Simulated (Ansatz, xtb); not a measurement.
## Relative energy of two structures of H3OSi2Sn−

Structure X is a singlet given by its coordinates and structure Y is a singlet given by its coordinates. Both are isolated ions in the gas phase, relaxed with r2SCAN-D4/def2-SVPD.

X (Å):

```xyz
7

O     0.0024   -2.6201   -0.7992
Si   -1.4041   -2.5218   -1.8450
Si   -0.6133   -2.4901    0.7875
Sn   -3.1159   -1.9632    0.1588
H    -2.0417   -1.0278   -1.2228
H     0.3503   -1.6004    1.5554
H    -0.4368   -3.8283    1.4808
```

Close contacts (Å): O1–Si2 1.76, O1–Si3 1.71, Si2–Sn4 2.69, Si3–Sn4 2.63, Si2–H5 1.74, Si3–H6 1.52, Si3–H7 1.52, Sn4–H5 1.98.

Y (Å):

```yaml
atoms:
  - { symbol: O, position_ang: [0.5677, -3.0729, -2.4354] }
  - { symbol: Si, position_ang: [-0.7188, -3.3467, -1.5845] }
  - { symbol: Si, position_ang: [-1.3275, -1.8260, 0.8520] }
  - { symbol: Sn, position_ang: [-2.7224, -3.8024, -0.2952] }
  - { symbol: H, position_ang: [-2.1557, -0.5667, 0.9984] }
  - { symbol: H, position_ang: [-0.0253, -1.3049, 0.2938] }
  - { symbol: H, position_ang: [-0.9685, -2.1537, 2.2863] }
```

Close contacts (Å): O1–Si2 1.57, Si2–Sn4 2.43, Si3–Sn4 2.68, Si3–H5 1.51, Si3–H6 1.51, Si3–H7 1.51.

Estimate which is lower in electronic energy at CCSD(T)/def2-SVPD + ΔMP2/def2-TZVPPD, and by roughly how much.

The CCSD(T)/def2-SVPD + ΔMP2/def2-TZVPPD calculation puts structure X lower, by 51.8 kJ/mol.

Level by level:

| level | geometry | E(Y) − E(X) (kJ/mol) | departure from the last row (kJ/mol) | job, with rough time for the two |
| --- | --- | --- | --- | --- |
| r2SCAN-D4/def2-SVPD | r2SCAN-D4/def2-SVPD | +47.4 | −4.4 | optimisation, 7.9 min |
| HF/def2-SVPD | r2SCAN-D4/def2-SVPD | +86.6 | +34.8 | part of the CCSD(T) run |
| MP2/def2-SVPD | r2SCAN-D4/def2-SVPD | +32.2 | −19.6 | part of the CCSD(T) run |
| CCSD(T)/def2-SVPD | r2SCAN-D4/def2-SVPD | +51.1 | −0.7 | single point |
| CCSD(T)/def2-SVPD + ΔMP2/def2-TZVPPD | r2SCAN-D4/def2-SVPD | +51.8 |  | single point, 2.6 min |

None of the levels shown reverses the order. The largest departure from CCSD(T)/def2-SVPD + ΔMP2/def2-TZVPPD is that of HF/def2-SVPD, 34.8 kJ/mol. Levels run at GFN2-xTB geometries aren't shown. The last row adds to CCSD(T) the change of the MP2 difference between the two basis sets, here +0.7 kJ/mol.

With harmonic frequencies from r2SCAN-D4/def2-SVPD (ideal gas, rigid rotor, one conformer each, 298.15 K, 1 atm): on the last row, ΔE + ΔZPE = +51.8, ΔH = +55.2, ΔG = +45.9 kJ/mol.

The correlated steps freeze 15 core orbitals; the filled d shell of Sn is correlated, in a basis made for valence electrons. Atoms past krypton carry core potentials in the def2 sets and no spin–orbit term is included. Mirror images aren't counted in ΔG. Programs: Ansatz 0.2.0; the last row on 2 threads of AMD EPYC (Zen 3) on a shared host.
